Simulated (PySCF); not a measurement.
Indirect couplings

Geometry (Å), atoms numbered from 1 in this order:
```xyz
15

C     1.1929   -1.0222   -0.1262
C     1.4780    0.3115   -0.2038
C     0.5873    1.3831    0.1682
C    -0.7601    1.3421    0.0671
C    -1.4570    0.2141   -0.6325
C    -1.2639   -1.0146    0.2046
C    -0.0480   -1.5895    0.3412
H     2.0190   -1.7200   -0.2998
H     2.5124    0.5881   -0.4337
H     1.0519    2.2830    0.5857
H    -1.3572    2.1552    0.4925
H    -2.5221    0.4330   -0.7845
H    -0.9953    0.0575   -1.6254
H    -2.1301   -1.4609    0.7036
H     0.0195   -2.5482    0.8669
```

Couplings: B3LYP/pcJ-1 (without the spin–dipole term) in PySCF 2.14.0 with density-fitted response routines, geometry PBE0-D3(BJ)/def2-SVP; gas phase, one conformer, non-relativistic. Couplings are averaged over pairs made equivalent by symmetry, fast rotation or ring inversion, so a value needn't be that of the named pair in this geometry, while other rotamers aren't included; one pair stands for each set, and the list holds a selection of those of at least 1.5 Hz over up to four bonds.

Isotopes: 13C, 1H.

```tsv
pair	bonds	J (Hz)
C1, C2	1	70.6
C1, C7	1	59.8
C1, H8	1	?
C3, C4	1	?
C3, H10	1	162.9
C4, C5	1	40.6
C4, H11	1	?
C5, H12	1	138.7
C3, H9	2	?
C4, C6	2	-4.9
C4, H12	2	-5.9
C5, H11	2	5.7
H12, H13	2	-13.7
C1, C4	3	1.9
C1, C5	3	2.0
C1, H10	3	9.1
C3, C7	3	2.7
C3, H8	3	11.3
C4, H9	3	?
C4, H14	3	2.2
C5, H10	3	8.9
H8, H9	3	12.4
H8, H15	3	6.9
H10, H11	3	?
H11, H12	3	?
C1, H11	4	?
```

Problem. Estimate the withheld couplings, with signs.

Solution. 
- 1J(C1,H8) = 162.6 Hz (bond length 1.095 Å, sp2 carbon)
- 1J(C3,C4) = 72.8 Hz (bond length 1.352 Å)
- 1J(C4,H11) = 167.1 Hz (bond length 1.095 Å, sp2 carbon)
- 2J(C3,H9) = 1.8 Hz (angle at C2 117°)
- 3J(C4,H9) = 8.3 Hz (dihedral angle 157°)
- 3J(H10,H11) = 10.4 Hz (dihedral angle 6°)
- 3J(H11,H12) = 7.8 Hz (mean over equivalent pairs that range from 6.5 to 9.1 Hz in this conformer)
- 4J(C1,H11) = -2.1 Hz
